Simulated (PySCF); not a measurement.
YCl3, SMILES [Cl][Y]([Cl])[Cl]. Coordinates come from a B3LYP-D3(BJ)/def2-SVP optimisation. The isomer is the one that the SMILES or the coordinates give; other isomers of the formula were not compared. The def2 effective core potentials stand for the cores of Y; spin–orbit coupling is left out.

Problem. Give the equilibrium geometry at B3LYP-D3(BJ)/def2-SVP (PySCF confirms it by a frequency run) as Cartesian coordinates in Å, and its point group. (Estimate from the structure and the level; the computed values follow.)

Solution. point group D3h.
```xyz
4

Y      0.0000     0.0000     0.0000
Cl     2.4481     0.0000     0.0000
Cl    -1.2240    -2.1201     0.0000
Cl    -1.2240     2.1201     0.0000
```
